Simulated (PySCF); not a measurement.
**A survey of 31P NMR shifts**

Calculated, not measured (PySCF 2.14): GFN2-xTB geometry, GIAO PBE0/pcSseg-1 shieldings. Non-relativistic Hamiltonian, equivalent nuclei averaged, one conformer, in vacuum.

Shieldings were converted by a linear fit to measured shifts: 31P (scatter 18.1 ppm rms vs H3PO4, solution or neat liquid). Occasional misses reach two or three times the rms, and more in compound classes unlike the fitted ones.

Question: Give the 31P shifts of `C#CCn1cpcc1CC`, `Cc1cncpc1C1CC1`, `CSc1ocpc1C1CC1`.

Answer: 
```tsv
compound	environment	δ (ppm)
C#CCn1cpcc1CC	phosphorus bonded to 2 C, in a 5-membered ring	102.9
Cc1cncpc1C1CC1	phosphorus bonded to 2 C, in a 6-membered ring	162.2
CSc1ocpc1C1CC1	phosphorus bonded to 2 C, in a 5-membered ring	116.3
```

Question: Order these by 31P shift, lowest first.
A. CC#C[P@](=O)(O)C1=CCCC1
B. F[Si](F)(F)[SiH2][C@H]([SiH3])[SiH2]P
C. C/C(F)=P\c1ccc(F)cc1
D. C=C(C)Pc1ccncc1
E. CC(C)(C)c1oc(C=O)cp1
F. CC(C)=PC(F)(F)F

Answer: B (-252.4 ppm, phosphorus bonded to Si, 2 H), D (-31.0 ppm, phosphorus bonded to 2 C, H), A (-0.2 ppm, phosphorus bonded to 2 C, 2 O), E (112.4 ppm, phosphorus bonded to 2 C, in a 5-membered ring), C (157.5 ppm, phosphorus bonded to 2 C), F (200.7 ppm, phosphorus bonded to 2 C).
